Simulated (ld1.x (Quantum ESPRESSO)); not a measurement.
**Ru: one change to a TM potential, before and after**

ruthenium, norm-conserving Troullier–Martins (Kleinman–Bylander form), made with ld1.x (Quantum ESPRESSO) 7.5 (PBE, fully relativistic). Core [Kr], reference 4d6 5s0 5p0 (charge +2). Waves: 5p (bound, empty): rc 2.10 bohr; 4d (bound): rc 1.35 bohr; 4f channel at -0.05 Ry: rc 1.90 bohr; 5s (bound, empty): rc 1.95 bohr. Local part: the s channel. Core correction: none.

Open shells are filled in proportion to 2j + 1 (rel_dist='average').

All-electron outer shells of the reference configuration (PBE, scalar-relativistic, ld1.x):

| shell | level (eV) | outermost node (bohr) | outermost maximum (bohr) |
| --- | --- | --- | --- |
| 4p | -66.41 | 0.49 | 0.98 |
| 4d | -24.14 | 0.48 | 1.20 |
| 5s | -19.07 | 1.22 | 2.44 |
| 5p | -13.46 | 1.37 | 2.90 |

Change: wave 5s (bound): rc 1.95 bohr becomes 5s (bound): rc 2.16 bohr.

Cutoffs: the cutoffs (Ry, on a coarse ladder) from which the occupation-weighted sum of valence levels, in a spherical-Bessel basis at the reference potential, stays within 10 and 1 mRy of its value at 400 Ry; they do not see the model core or the augmentation charge, which bear on the density cutoff. Errors are all-electron minus pseudo energies relative to the spin-unpolarised reference configuration.

**Question.** Predict the effect on cutoff, ghosts and configuration errors.

**Answer.** The potential gets neither clearly harder nor softer (55 Ry and 70 Ry → 55 Ry and 70 Ry); both files keep a bound ghost (p); of the 7 tests that both files solve, the error grows in 2 and shrinks in 1 by more than 15 % and 0.3 meV (median size 74.0 → 86.5 meV).

```tsv
quantity	base	changed
cutoff, loose	55 Ry	55 Ry
cutoff, tight	70 Ry	70 Ry
bound ghosts	p3/2, p1/2	p1/2, p3/2
error for 4d7 5s1 5p0, meV [ΔE -25.48 eV]	+56	+37
error for 4d7 5s0 5p0, meV [ΔE -18.19 eV]	-74	-87
error for 4d5 5s0 5p0, meV [ΔE 30.62 eV]	-131	-145
error for 4d6 5s2 5p0, meV [ΔE -23.78 eV]	+168	+146
error for 4d7 5s0.5 5p0, meV [ΔE -22.62 eV]	-11	-27
error for 4d6 5s1 5p1, meV [ΔE -19.83 eV]	+114	+107
error for 4d6 5s1 5p0, meV [ΔE -15.37 eV]	+61	+54
```

 A true bound ghost makes a file unfit for plane-wave use even where its test errors are small: the radial tests pick states by their node count and pass the ghost by.
